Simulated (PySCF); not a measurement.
A side-by-side comparison of computed properties.

First species: C7H11NOSi.
Atom-mapped SMILES: `[CH2:1]=[C:2]([SiH2:3][NH2:4])[C:5](=[O:6])[CH2:7][C:8]#[C:9][CH3:10]` (hydrogens: H11, H12 on C1; H13, H14 on Si3; H15, H16 on N4; H17, H18 on C7; H19, H20, H21 on C10)

Structure used (GFN2-xTB), in Å, numbered top down from 1:
```
atom  x, y, z in Å
C1     1.000    0.992   -0.877
C2     1.071    0.383    0.301
Si3    2.311   -0.973    0.767
N4     2.944   -1.518   -0.745
C5     0.293    0.796    1.472
O6     0.743    0.641    2.587
C7    -1.095    1.376    1.244
C8    -1.860    0.536    0.344
C9    -2.464   -0.192   -0.391
C10   -3.209   -1.057   -1.279
H11    1.631    0.684   -1.695
H12    0.345    1.828   -1.074
H13    1.602   -1.982    1.564
H14    3.457   -0.420    1.482
H15    2.300   -1.785   -1.474
H16    3.711   -2.168   -0.724
H17   -0.985    2.377    0.814
H18   -1.605    1.466    2.207
H19   -3.862   -1.711   -0.702
H20   -2.521   -1.670   -1.862
H21   -3.816   -0.462   -1.960
```

Second species: C5H8ClFSi2.
Cartesian coordinates in Å at the GFN2-xTB level; atoms count from 1:
```
atom  x, y, z in Å
F1    -3.5299    0.2001    1.5622
C2    -2.9371    1.1214    0.7160
C3    -1.8251    0.5419   -0.0048
C4    -0.9144   -0.0039   -0.5711
C5     0.1652   -0.6148   -1.2539
Si6    1.0274   -2.1475   -0.5243
C7     1.6041   -0.3575   -0.7376
Si8    1.8419    0.8481    0.6870
Cl9    3.8213    0.8497    1.1186
H10   -2.6038    1.9537    1.3490
H11   -3.7203    1.4596    0.0259
H12    0.0516   -0.5587   -2.3325
H13    0.6026   -2.5945    0.7865
H14    1.4966   -3.1298   -1.4870
H15    2.3069   -0.1913   -1.5506
H16    1.4723    2.2148    0.3166
H17    1.1338    0.4207    1.8902
```

Levels: PBE0/pcSseg-1 for dipole moment, HOMO energy, LUMO energy and HOMO–LUMO gap; GFN2-xTB for rotational constant A and rotational constant C. Geometries: GFN2-xTB. Each species is one conformer at its optimised geometry, gas phase, non-relativistic unless stated. Electronic properties by PySCF.

Dipoles, sizes and rotational constants follow the conformer. The torsions of the flexible species, by atom-mapped SMILES:
- `[CH2:1]=[C:2]([SiH2:3][NH2:4])[C:5](=[O:6])[CH2:7][C:8]#[C:9][CH3:10]`: C1–C2–Si3–N4 -16°, C1–C2–C5–O6 -149°, C2–C5–C7–C8 49°, H–N4–Si3–C2 -52°, H–N4–Si3–C2 173°
- `[F:1][CH2:2][C:3]#[C:4][C@@H:5]1[SiH2:6][C@@H:7]1[SiH2:8][Cl:9]`: Si6–C7–Si8–Cl9 98°

| property | column X | column Y |
| --- | --- | --- |
| dipole moment | 2.07 D | 3.88 D |
| HOMO energy | -6.99 eV | -7.03 eV |
| LUMO energy | -0.59 eV | -1.63 eV |
| HOMO–LUMO gap | 6.40 eV | 5.40 eV |
| rotational constant A | 1.343 GHz | 1.476 GHz |
| rotational constant C | 0.376 GHz | 0.553 GHz |

(1) Which column belongs to which species?

(2) How does each property change from the first species to the second?

Results:

(1) Column X is the second species and column Y the first. The first has 21 atoms and 82 electrons, the second 17 and 92.

(2) dipole moment -1.81 D; HOMO energy +0.04 eV; LUMO energy +1.04 eV; HOMO–LUMO gap +1.00 eV; rotational constant A -0.133 GHz; rotational constant C -0.177 GHz.

On the first: In atomic units the dipole is 1.53 e·bohr (1 au = 2.5417 D). GFN2-xTB frequencies show an imaginary mode (21i cm⁻¹), so this geometry is no minimum at that level.

On the second: The dipole equals about 6.9 × 10⁻³⁰ C·m (1 D = 3.33564 × 10⁻³⁰ C·m).
